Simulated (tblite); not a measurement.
Species: C7H10NP.
Numbering: `[CH3:1][CH:2]([CH3:3])[c:4]1[cH:5][cH:6][p:7][cH:8][n:9]1` (hydrogens: H10, H11, H12 on C1; H13 on C2; H14, H15, H16 on C3; H17 on C5; H18 on C6; H19 on C8)

Computed geometry: GFN2-xTB, gas phase.

List the bond lengths, angles and torsions at this level.

```
                   bond  length (pm)
           C1–C2, C2–C3        153.0
                  C2–C4        150.8
                  C4–C5        139.4
                  C5–C6        137.8
                  C6–P7        173.8
                  P7–C8        174.7
                  C8–N9        130.6
                  C4–N9        132.6
C1–H10 and 5 like bonds        108.7
                 C2–H13        109.5
                 C5–H17        108.3
                 C6–H18        108.4
                 C8–H19        108.7
```

Bonds in one row agree within 1 pm and their mean is given. A selection of angles:
```
   angle  degrees
C1–C2–C3    110.7
C1–C2–C4    109.5
C2–C4–C5    120.9
C2–C4–N9    115.5
C5–C4–N9    123.6
C4–C5–C6    123.0
C5–C6–P7    124.4
C6–P7–C8     97.5
P7–C8–N9    128.8
C4–N9–C8    122.8
```

Dihedral angles: C1–C2–C4–C5 119° (anticlinal).

The 6-membered ring C4–C5–C6–P7–C8–N9 has internal angles of 97.5° to 128.8°; it is planar, 0.00 Å rms from its mean plane, widest ring torsion 0°. Of the pairs four or more bonds apart, N9···H12 is among the closest relative to their van der Waals radii: 2.61 Å, 95 % of the sum of Bondi's values. The C–C distances run from 1.378 Å (C5–C6, aromatic) to 1.530 Å (C2–C3, drawn single), a spread of 0.152 Å.

Point group: Cs (every atom within 0.08 Å of its image). Its GFN2-xTB frequencies are all real (lowest 25 cm⁻¹). The numbers are those of one conformer.

Time: 0.26 s of wall time. Hardware: an Arm Neoverse V2 with one thread, shared host with 96 logical CPUs at a one-minute load of 27. That covers the optimisation of the geometry.
